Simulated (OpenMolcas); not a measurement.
## How basis sets differ on CH7NOSi (SMILES OCN[SiH3])

The species is CH7NOSi (11 atoms), meant as a singlet with charge 0. As SMILES, `OCN[SiH3]`. The coordinates come from a PBE0-D4/def2-TZVP relaxation. This is one conformer, not always the lowest.

```
atom    x (Å)    y (Å)    z (Å)
   O  -1.2080   1.8085  -0.6684
   C  -0.0098   1.1978  -0.2606
   N   0.0215  -0.2043  -0.5522
  Si   0.4725  -1.4259   0.5712
   H  -1.9307   1.2911  -0.2993
   H   0.7769   1.7531  -0.7813
   H   0.1508   1.3206   0.8204
   H   0.0332  -0.4105  -1.5397
   H  -0.2127  -1.1405   1.8601
   H   1.9344  -1.5155   0.8581
   H   0.0371  -2.7316   0.0127
```

Quantity: the HOMO–LUMO gap, in eV. The values are calculated.

| level | kind | program | value (eV) | CPU time |
| --- | --- | --- | --- | --- |
| HF/ANO-R0 (sfX2C) | Hartree–Fock | OpenMolcas | 14.18 | 8.3 s |
| HF/ANO-RCC-MB (DKH2) | Hartree–Fock | OpenMolcas | 18.55 | 3 s |
| HF/STO-3G | Hartree–Fock | OpenMolcas | 21.13 | 3.5 s |
| HF/3-21G | Hartree–Fock | OpenMolcas | 14.90 | 4 s |
| HF/ANO-S-VDZ | Hartree–Fock | OpenMolcas | 13.39 | 1.9 s |
| HF/cc-pVDZ | Hartree–Fock | OpenMolcas | 14.64 | 16 s |

The values span 13.39 to 21.13 eV. A Hartree–Fock LUMO above zero doesn't converge with the basis: it sinks as sets grow more diffuse. Orbital gaps aren't excitation energies. Times are those of the runs behind each value, whatever else they computed, on shared processors of several kinds: orders of magnitude only.
